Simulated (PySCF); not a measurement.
Si(Cl)3(SeH) (Cl3HSeSi), SMILES Cl[Si](Cl)(Cl)[SeH]. Atoms are numbered in the order given.

```xyz
6

Cl    -0.9006    -1.2346    -1.6471
Si     0.0093    -0.4257     0.0000
Cl    -0.9006    -1.2346     1.6471
Cl     1.9889    -0.9368     0.0000
Se    -0.0528     1.8245     0.0000
H     -1.5257     1.8303     0.0000
```
Charge 0, spin multiplicity 1.

Geometry: PBE0-D3(BJ)/def2-SVP. This is a generated structure with no PubChem entry under its InChIKey; it may be hypothetical. The values are those of a single conformer.

All values below come from PBE/def2-TZVP (PySCF).

Isolated molecule, no solvent.

Computed frontier levels, gap, dipole moment and polarisability:
The highest occupied level is -6.55 eV. The lowest empty level is -1.92 eV and the orbital gap is 4.63 eV. The dipole moment comes out as 0.222 e·Å and the quadrupole, principal values (traceless, Buckingham form, about the centre of nuclear charge) is -3.32, -1.14, 4.47 D·Å. The mean static polarisability is 86.2 bohr³ (12.77 Å³). The polarisability, principal values comes out as 80.4, 83.5, 94.6 bohr³.
